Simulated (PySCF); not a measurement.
## Spinor energies of Lu (lutetium, neutral)

Start: [Xe] 4f14 5d3; 5d5/2 filled at m_j = +1/2, +3/2, +5/2. Calculated with PySCF 2.14 in x2c-TZVPall-2c: generalised Hartree-Fock with the X2C-1e Hamiltonian and a Gaussian nucleus; spin-orbit coupling (SO) screened by Boettger's factors. This is a chosen level, not necessarily the ground level.

| spinor shell | electrons | ε, screened SO (eV) | weight of nominal j (screened SO) | rms radius, screened SO (bohr) |
| --- | --- | --- | --- | --- |
| 1s1/2 | 2 | -63631.1 | 1.000 | 0.0219 |
| 2s1/2 | 2 | -10962.8 | 1.000 | 0.0884 |
| 2p1/2 | 2 | -10443.6 | 1.000 | 0.0754 |
| 2p3/2 | 4 | -9320.7 | 1.000 | 0.0825 |
| 3s1/2 | 2 | -2540.6 | 1.000 | 0.227 |
| 3p1/2 | 2 | -2311.1 | 1.000 | 0.218 |
| 3p3/2 | 4 | -2067.2 | 1.000 | 0.232 |
| 3d3/2 | 4 | -1682.1 | 1.000 | 0.206 |
| 3d5/2 | 6 | -1629.3 | 1.000 | 0.210 |
| 4s1/2 | 2 | -533.35 | 1.000 | 0.509 |
| 4p1/2 | 2 | -438.55 | 1.000 | 0.519 |
| 4p3/2 | 4 | -382.52 | 1.000 | 0.552 |
| 4d3/2 | 4 | -226.09 | 1.000 | 0.585 |
| 4d5/2 | 6 | -215.56 | 1.000 | 0.597 |
| 5s1/2 | 2 | -71.079 | 1.000 | 1.27 |
| 5p1/2 | 2 | -42.162 | 0.988 | 1.43 |
| 5p3/2 | 4 | -35.093 | 0.994 | 1.56 |
| 4f5/2 | 6 | -21.114 | 1.000 | 0.795 |
| 4f7/2 | 8 | -19.553 | 1.000 | 0.808 |
| 5d5/2 | 3 | -3.745 | 0.757 | 3.78 |

| quantity | screened SO |
| --- | --- |
| E (hartree) | -14566.63415 |
| M_J | 9/2 |
| ⟨J²⟩ | 24.774 |
| ⟨L²⟩ | 12.208 |
| ⟨S²⟩ | 3.841 |

Each row is a mean over spinors that exchange with the open shell spreads, by up to 2.821 eV (5p3/2).

Rows whose weight is well below 1 are mixtures of j = l ± 1/2: exchange outweighs spin-orbit coupling there, and the label is only the starting occupation.

Breit and QED terms are absent; they matter most for the inner s and p1/2 levels.

Densities and radii are taken from the X2C orbitals without a picture-change correction, which distorts them close to the nucleus.
